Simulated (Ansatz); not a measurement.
Species: cyclo[18]carbon `c1c#cc#cc#cc#cc#cc#cc#cc#cc#1` (charge 0, multiplicity 1).

**Question.** Give a relaxed geometry from CAM-B3LYP-D3(BJ)/def2-SVP (Ansatz, a first-principles code).

**Answer.** the end point of this relaxation (outside a Z-matrix the atoms follow the SMILES, hydrogens last).
Z-matrix (Å, degrees):
```
C
C 1 1.2330
C 2 1.3507 1 157.55
C 3 1.2330 2 162.47 1 -0.02
C 4 1.3507 3 157.54 2 -0.02
C 5 1.2331 4 162.46 3 -0.04
C 1 1.3507 2 162.50 3 0.02
C 7 1.2331 1 157.52 2 0.04
C 8 1.3507 7 162.49 1 0.00
C 9 1.2331 8 157.49 7 -0.06
C 10 1.3507 9 162.47 8 -0.02
C 11 1.2331 10 157.51 9 0.07
C 12 1.3507 11 162.47 10 0.04
C 13 1.2331 12 157.55 11 -0.08
C 14 1.3507 13 162.49 12 -0.06
C 15 1.2331 14 157.54 13 0.08
C 6 1.3507 5 157.50 4 0.09
C 17 1.2332 6 162.47 5 0.03
```
